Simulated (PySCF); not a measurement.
C₅H₁₂BN.
Atom-mapped SMILES: `[CH3:1][BH:2][N:3]1[CH2:4][CH2:5][CH2:6][CH2:7]1` (hydrogens: H8, H9, H10 on C1; H11 on B2; H12, H13 on C4; H14, H15 on C5; H16, H17 on C6; H18, H19 on C7)

All values: PBE0/def2-SVPD (PySCF, non-relativistic), on one gas-phase PBE0-D3(BJ)/def2-SVP geometry that isn't relaxed in the solvent. The solvent is an IEF-PCM continuum (cavity from Bondi-type radii × 1.2), and excitations are vertical TDDFT with non-equilibrium linear response and a frozen core. Specific hydrogen bonds and non-electrostatic terms are outside this model.

Gas-phase singlets (H = HOMO, L = LUMO):

```
state  E (eV)  λ (nm)      f  leading configurations
   S1   6.324     196  0.003               H→L+1 92%
   S2   6.433     193  0.184                 H→L 91%
   S3   7.113     174  0.002     H-1→L 88%, H→L+2 8%
   S4   7.131     174  0.002               H→L+2 86%
   S5   7.297     170  0.001               H→L+3 93%
```

Problem. What are the lowest 5 singlets in dichloromethane (ε = 8.93)?

Solution. 
| state | E (eV) | λ (nm) | f | leading configurations | change by rank (eV) |
| --- | --- | --- | --- | --- | --- |
| S1 | 6.268 | 198 | 0.225 | H→L 97% | -0.056 |
| S2 | 6.364 | 195 | 0.015 | H→L+1 97% | -0.069 |
| S3 | 7.109 | 174 | 0.003 | H-1→L 91% | -0.004 |
| S4 | 7.171 | 173 | 0.002 | H→L+2 90% | +0.040 |
| S5 | 7.305 | 170 | 0.003 | H→L+3 95% | +0.008 |

Problem. The ground-state energy changes by -0.065 eV from gas to dichloromethane. By how much does the total energy of gas-phase S2 change?

Solution. E(S2) = E(S0) + excitation energy, so it changes by -0.065 − 0.165 = -0.230 eV: it is lowered more than the ground state, which is what a red shift means. This is the vertical state, with the slow part of the continuum still set for S0.

Problem. How do the frontier levels move from gas to dichloromethane?

Solution. 
```csv
orbital,gas (eV),solvent (eV),change (eV),"Löwdin shares, gas","Löwdin shares, solvent"
LUMO+2,1.18,1.29,+0.11,"B2 17 %, C1 11 %, C5 10 %, H14 8 %","B2 13 %, C5 11 %, C6 10 %, C1 10 %"
LUMO+1,0.53,0.66,+0.13,"B2 22 %, C6 9 %, C7 9 %, C5 8 %","B2 34 %, C7 7 %, C1 6 %, C6 6 %"
LUMO,0.44,0.40,-0.04,"B2 37 %, N3 16 %, C1 11 %, H11 10 %","B2 39 %, N3 17 %, C1 12 %, H11 11 %"
HOMO,-6.93,-6.86,+0.07,"N3 47 %, B2 12 %, C4 10 %, C7 9 %","N3 46 %, B2 12 %, C4 10 %, C7 9 %"
HOMO-1,-8.36,-8.43,-0.07,"B2 31 %, C1 24 %, H11 22 %, N3 6 %","B2 30 %, C1 24 %, H11 20 %, N3 5 %"
HOMO-2,-9.33,-9.08,+0.25,"C6 20 %, C5 20 %, H15 12 %, H17 12 %","C6 20 %, C5 20 %, H17 12 %, H15 12 %"
HOMO-3,-9.62,-9.60,+0.02,"C1 25 %, B2 19 %, N3 14 %, H10 13 %","C5 14 %, C4 13 %, B2 12 %, C6 12 %"
```

The HOMO–LUMO gap goes from 7.37 to 7.25 eV. Rows go by rank; for HOMO-3 and HOMO-2 the atom shares or the degeneracy differ between the runs, so the row needn't follow one orbital.

Hardware: an Arm Neoverse V2 with one thread, on a shared host. Cost: 48 s wall, 1.1 GiB resident at most. This is the whole response run at PBE0/def2-SVPD in dichloromethane, SCF included.
